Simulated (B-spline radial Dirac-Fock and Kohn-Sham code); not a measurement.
These are calculated numbers from a radial finite-basis atomic code; the model is Dirac-Fock orbitals of the configuration average with a finite nucleus.

**Question.** This computed X-ray form factor belongs to an atom or ion in its tabulated ground configuration. Which?

| sin θ/λ (Å⁻¹) | f₀ |
| --- | --- |
| 0.3 | 25.102 |
| 0.45 | 22.993 |
| 0.6 | 20.462 |
| 0.8 | 16.929 |
| 1.6 | 7.743 |
| 1.8 | 6.796 |
| 2.5 | 5.067 |
| 3 | 4.232 |
| 4 | 2.812 |

**Answer.** Ru¹⁷⁺, with 27 electrons in [Ar] 3d9. f₀ tends to the number of electrons as s goes to zero, which the first rows give only roughly, and the rate of fall reflects the nuclear charge, 44.
